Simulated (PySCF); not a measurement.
Working out the excitation energy of P

P [Ne] 3s2 3p3 (4S) → P [Ne] 3s1 3p3 3d1 (6D). All numbers are calculated (PySCF 2.14, scalar relativity by spin-free X2C-1e, in x2c-TZVPPall with one added diffuse shell each of s, p, d type (6s6p4d1f, 51 functions)). Frozen: 1s2. Energies in hartree (1 hartree = 27.21139 eV):

| part | P (lower) | P (upper) |
| --- | --- | --- |
| UHF | -341.526346 | -341.069858 |
| CCSD correlation | -0.259768 | -0.191098 |
| (T) | -0.005423 | -0.001484 |

**Question.** What does Hartree-Fock give?

**Answer.** (-341.069858) − (-341.526346) = 0.456488 hartree = 12.422 eV.

**Question.** What do CCSD and CCSD(T) give?

**Answer.** The CCSD correlation energies differ by 0.068670 hartree = 1.869 eV and the triples by 0.003939 hartree = 0.107 eV, so CCSD gives 14.291 eV and CCSD(T) 14.398 eV.

The upper state lies above the first ionisation limit, but in LS coupling its spin forbids autoionisation to the ground ion.
